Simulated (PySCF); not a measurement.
Molecule: `CSc1cccs1`, C5H6S2.

Geometry:
```csv
atom,x (Å),y (Å),z (Å)
C1,2.631,-0.084,0.408
S2,1.737,-0.208,-1.151
C3,0.080,-0.013,-0.625
C4,-1.025,-0.031,-1.445
C5,-2.240,0.155,-0.730
C6,-2.049,0.311,0.616
S7,-0.379,0.233,1.028
H8,2.338,-0.886,1.102
H9,2.479,0.897,0.881
H10,3.694,-0.199,0.157
H11,-0.962,-0.172,-2.525
H12,-3.224,0.173,-1.200
H13,-2.793,0.468,1.396
```

Geometry PBE0-D3(BJ)/def2-SVP throughout; GIAO in PySCF 2.14.0 with density-fitted response routines, gas phase, one conformer, non-relativistic; equivalent atoms averaged; functional PBE0.

For orientation, STO-3G gives these absolute shieldings σ: C3 101.6, C6 120.0, C5 128.3, C1 211.4, S7 535.9, S2 667.2, H12 26.63, H11 27.06, H8/H9/H10 31.35 ppm.

A run gave: C3 35.5, C6 60.9, C5 55.4, C1 166.4, S7 263.9, S2 470.8, H12 24.39, H11 24.65, H8/H9/H10 29.00 ppm (absolute shieldings σ).

Task: Which basis set was used in that run?
A. 6-31G*
B. aug-cc-pVDZ
C. 6-311+G(2d,p)
D. cc-pVTZ

Result: C. S7 tells them apart best: 6-311+G(2d,p) gives 263.9, 6-31G* gives 342.8, cc-pVTZ gives 306.5, aug-cc-pVDZ gives 346.5 ppm.
